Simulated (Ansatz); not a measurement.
What each rung costs, and what it gives

Saddle point of CH$_{8}$GeO, closed shell (CH₄O ([CH3][OH]) + GeH₄ → CH₆GeO ([CH3][O][GeH3]) + H₂; bonds formed: Ge1–O7, H2–H6; bonds broken: Ge1–H2, H6–O7), PBE0-D4/def2-TZVP structure:

Ge1  (-0.506, 0.781, -1.071)
H2  (1.416, 0.720, -1.139)
H3  (-0.530, 0.697, -2.603)
H4  (-0.369, 2.198, -0.491)
H5  (-1.884, 0.246, -0.575)
H6  (1.214, -0.115, -0.463)
O7  (0.333, -0.734, -0.063)
C8  (0.126, -0.908, 1.329)
H9  (0.575, -1.852, 1.643)
H10  (0.571, -0.087, 1.902)
H11  (-0.947, -0.944, 1.531)
(Å)

Barriers are electronic and count from the start structure reached by relaxing down the imaginary mode.

Program: Ansatz 0.2.0. Basis: as named in each row. Cores are frozen in the correlated methods. Filled d shells of the heavier atoms are correlated. The def2 sets are not built for correlating such inner shells, so the correlated values are less sure here. B3LYP uses VWN-RPA correlation. Extrapolation: Hartree–Fock as exp(−7.88 √X), correlation as X^−2.97.

Times are rough, for one single point on 4 threads of a shared host (Arm Neoverse V2).

The estimate by CCSD(T) at an estimated basis limit (MP2 extrapolated from triple and quadruple zeta, plus CCSD(T) − MP2 in triple zeta) is 2.096 eV.

```tsv
method	basis	time (s)	barrier (eV)	method less estimate
HF	STO-3G	under 1	3.340	1.243
PBE-D4	STO-3G	under 1	1.732	-0.364
SPW92	def2-SVP	under 1	1.316	-0.780
B3LYP-D4	6-31G	under 1	1.661	-0.435
PBE-D4	def2-SVP	under 1	1.613	-0.483
SPW92	def2-TZVPP	under 1	1.428	-0.668
PBE0-D4	def2-SVP	under 1	1.856	-0.240
PBE-D4	def2-TZVPP	1	1.702	-0.394
BLYP-D4	def2-TZVPP	1	1.808	-0.288
B3LYP-D4	def2-TZVPP	2	1.966	-0.131
BHLYP-D4	def2-TZVPP	2	2.183	0.087
PBE0-D4	def2-TZVPP	2	1.903	-0.193
CAM-B3LYP-D4	def2-TZVPP	2	2.029	-0.067
r2SCAN-D4	def2-TZVPP	3	1.836	-0.260
wB97M-V	def2-SVP	3	1.942	-0.155
r2SCAN0-D4	def2-TZVPP	3	1.981	-0.115
CCSD(T)	def2-SVP	3	2.156	0.059
RPA on PBE	def2-TZVPP	3	2.043	-0.054
B2PLYP	def2-TZVPP	3	2.031	-0.066
PBE-QIDH	def2-TZVPP	3	2.019	-0.077
wB97X-V	def2-TZVPP	5	2.050	-0.046
wB97M-V	def2-TZVPP	6	2.017	-0.080
B97M-V	def2-TZVPP	6	1.934	-0.162
MP2	def2-QZVPP	13	2.019	-0.077
CCSD(T)	def2-TZVPP	72	2.055	-0.041
```

All methods are single points on the PBE0-D4 structures.

The T1 diagnostic stays at or below 0.014.

Labels in which every atom is bracketed show which atoms are joined, not bond orders.
